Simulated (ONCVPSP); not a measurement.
# Transferability test, ONCV potential for aluminium

ONCVPSP 4.0.1 input, shortened (lines: element, Z, core and valence counts, functional; n l f; lmax; l rc ep ncon nbas qcut; lloc lpopt rc5 dvloc0; l nproj debl; icmod fcfact rcfact), PBE, scalar-relativistic:

```
  Al 13.00    3    2        4      upf
    1    0    2.00
    2    0    2.00
    2    1    6.00
    3    0    1.00
    3    1    2.00
    2
    0    1.60    0.00    5   10    4.40
    1    2.55    0.00    4    9    3.50
    2    2.30    0.41    5    8    4.40
    4    5    1.55    4.00
    0    1    3.00
    1    2    1.70
    2    2    0.30
    3    6.00    1.00
```

Energies are relative to the spin-unpolarised reference configuration 3s1 3p2; without spin polarisation the order of configurations can differ from experiment.

| valence configuration | charge | ΔE all-electron (eV) | error AE − PS (meV) |
| --- | --- | --- | --- |
| 3s2 3p1 | 0 | -5.139 | +6.4 |
| 3s2 3p0 | +1 | 0.622 | -1.4 |

Q: What are ΔE and the potential's error for 3s1 3p0?

A: ΔE = 19.847 eV all-electron; the error (AE − PS) is +5.8 meV.

Q: What are ΔE and the potential's error for 3s0 3p3?

A: ΔE = 5.311 eV all-electron; the error (AE − PS) is +8.7 meV.
